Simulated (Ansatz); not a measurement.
`FC(F)(F)c1ccc(-c2ccc(-c3ccc(-c4ccc(C(F)(F)F)o4)o3)o2)o1` with charge +1. Charge 1, multiplicity 2. Geometry r2SCAN-D4/def2-SVP, that of the neutral singlet; atoms count from 1.

Cartesian coordinates in Å:
```
F 5.120 0.962 4.124
C 5.388 2.048 3.379
F 4.550 3.015 3.789
F 6.642 2.440 3.649
C 5.256 1.774 1.925
C 6.144 1.852 0.884
C 5.419 1.460 -0.276
C 4.134 1.174 0.150
C 2.958 0.735 -0.541
C 2.704 0.448 -1.870
C 1.344 0.058 -1.944
C 0.851 0.131 -0.653
C -0.430 -0.133 -0.082
C -0.918 -0.059 1.210
C -2.280 -0.448 1.143
C -2.537 -0.735 -0.183
C -3.706 -1.173 -0.879
C -3.961 -1.459 -2.207
C -5.329 -1.850 -2.271
C -5.803 -1.774 -0.988
C -7.136 -2.048 -0.392
F -7.655 -0.962 0.207
F -7.084 -3.015 0.540
F -7.985 -2.441 -1.353
O -4.829 -1.365 -0.135
O -1.413 -0.544 -0.931
O 1.830 0.541 0.197
O 4.038 1.366 1.493
H 7.187 2.152 0.949
H 5.790 1.396 -1.297
H 3.418 0.513 -2.689
H 0.781 -0.241 -2.826
H -0.348 0.241 2.087
H -2.997 -0.515 1.959
H -3.245 -1.392 -3.023
H -5.898 -2.151 -3.148
```

Single mean-field runs in def2-TZVP are fitted with def2-universal-jkfit.

Estimate the Mulliken populations of the heavy atoms from the PBE0/def2-TZVP orbitals of Ansatz.


```tsv
atom	charge (e)	spin (α − β)
F1	-0.14	0.00
C2	0.43	-0.01
F3	-0.14	0.00
F4	-0.14	0.00
C5	0.05	0.15
C6	-0.10	-0.05
C7	-0.22	0.13
C8	0.18	-0.04
C9	0.31	0.17
C10	-0.16	0.01
C11	-0.19	0.10
C12	0.25	0.07
C13	0.23	0.08
C14	-0.18	0.10
C15	-0.17	0.01
C16	0.30	0.17
C17	0.21	-0.03
C18	-0.23	0.13
C19	-0.10	-0.05
C20	0.06	0.15
C21	0.43	-0.01
F22	-0.13	0.00
F23	-0.13	0.00
F24	-0.14	0.00
O25	-0.18	0.00
O26	-0.20	-0.02
O27	-0.19	-0.02
O28	-0.18	-0.01
```
Mulliken values depend strongly on the basis.

Where does the spin sit?

Summed by element: F 0.01, C 1.07, O -0.06, H -0.02, of 1 unpaired in all. Largest on single atoms: C16 0.17, C9 0.17, C5 0.15.

And the Mayer bond orders between heavy atoms (over 0.3)?

F1–C2 1.17 (1.34 Å); C2–F3 1.17 (1.34 Å); C2–F4 1.17 (1.34 Å); C2–C5 1.03 (1.49 Å); C5–C6 1.52 (1.37 Å); C5–O28 1.16 (1.36 Å); C6–C7 1.30 (1.42 Å); C7–C8 1.43 (1.38 Å); C8–C9 1.09 (1.43 Å); C8–O28 1.09 (1.36 Å); C9–C10 1.38 (1.38 Å); C9–O27 1.11 (1.36 Å); C10–C11 1.38 (1.42 Å); C11–C12 1.36 (1.38 Å); C12–C13 1.16 (1.43 Å); C12–O27 1.11 (1.36 Å); C13–C14 1.37 (1.38 Å); C13–O26 1.10 (1.36 Å); C14–C15 1.35 (1.42 Å); C15–C16 1.38 (1.38 Å); C16–C17 1.09 (1.43 Å); C16–O26 1.12 (1.36 Å); C17–C18 1.43 (1.38 Å); C17–O25 1.09 (1.36 Å); C18–C19 1.29 (1.42 Å); C19–C20 1.51 (1.37 Å); C20–C21 1.03 (1.49 Å); C20–O25 1.16 (1.36 Å); C21–F22 1.17 (1.34 Å); C21–F23 1.17 (1.34 Å); C21–F24 1.17 (1.34 Å).
